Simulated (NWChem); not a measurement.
System: C4H3N2, doublet; SMILES [c]1ncccn1

```xyz
9

C      0.0000     0.0000    -1.3242
N     -1.1843     0.0000    -0.7809
C     -1.1891     0.0000     0.5568
C      0.0000     0.0000     1.2848
C      1.1891     0.0000     0.5568
N      1.1843     0.0000    -0.7809
H     -2.1653     0.0000     1.0551
H      0.0000     0.0000     2.3760
H      2.1653     0.0000     1.0551
```
Atoms are numbered in this order, from 1.

Computed with NWChem. Spin-unrestricted. Medium grid unless said otherwise, to which SCAN and Minnesota functionals are sensitive. In the optimisation the excess spin sits in a1 (C2v, its own frame). Geometry: optimised at PBE0/def2-SVP, spin-unrestricted. No frequency run checked for a minimum. No stability test was run on the SCF state.

For level HCTH/407/def2-SVP:

```
Property                                                     Value
-----------------------------------------------------------  -----
highest occupied level (eV)                                  -5.21
lowest empty minus highest occupied level, either spin (eV)   2.37
dipole (D)                                                    3.35
```

Question: Estimate the same quantities for level SCAN/def2-SVP.

Answer: 
- highest occupied level (eV) = -5.66
- lowest empty minus highest occupied level, either spin (eV) = 3.21
- dipole (D) = 3.46
